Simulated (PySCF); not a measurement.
A calculated (PBE, PySCF 2.14, aug-cc-pVQZ-X2C, scalar relativity by spin-free X2C-1e) atom or ion has these occupied shells.

```csv
shell,electrons,orbital energy (eV),"rms radius, mean of both spins (bohr)"
1s β,1,-37176.5,0.0292
1s α,1,-37176.5,0.0292
2s α,1,-5875.7,0.119
2s β,1,-5875.6,0.119
2p α,3,-5274.3,0.106
2p β,3,-5274.2,0.106
3s α,1,-1239.8,0.312
3s β,1,-1239.8,0.312
3p α,3,-1046.3,0.312
3p β,3,-1046.3,0.312
3d α,5,-762.71,0.289
3d β,5,-762.71,0.289
4s α,1,-242.29,0.716
4s β,1,-242.28,0.716
4p α,3,-179.73,0.762
4p β,3,-179.72,0.762
4d α,5,-88.310,0.863
4d β,5,-88.306,0.863
5s α,1,-32.279,1.75
5s β,1,-32.157,1.75
5p α,3,-17.528,2.06
5p β,3,-17.360,2.06
6s β,1,-2.808,5.29
5d α,1,-1.663,4.28
```

Problem. Name the element and its charge.

Solution. Ba (barium, neutral), in [Xe] 5d1 6s1, 6s spin antiparallel (an excited configuration).
